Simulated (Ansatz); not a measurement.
Ansatz results at the PBE0-D4/def2-TZVP geometry: HOMO–LUMO gap (ωB97M-V/def2-TZVPP) 8.60 eV; ideal-gas entropy at 298 K and 1 bar (rigid rotor, harmonic PBE0-D4/def2-TZVP) 355 J/(mol·K); size of the dipole moment (PBE/def2-TZVPP) 1.95 D.

Each molecule was computed in one conformer, which needn't be the lowest.

Q: Which molecule gave them?
A. `C=C1O[SiH2]1`
B. `C[CH2][Sb]1[CH]=[N]1`
C. `OC(F)=C(F)F`
D. `NB[SiH2]N`

A: B. The others give `C=C1O[SiH2]1`: 9.97, 286, 1.82; `NB[SiH2]N`: 10.11, 340, 2.28; `OC(F)=C(F)F`: 11.28, 320, 1.69.
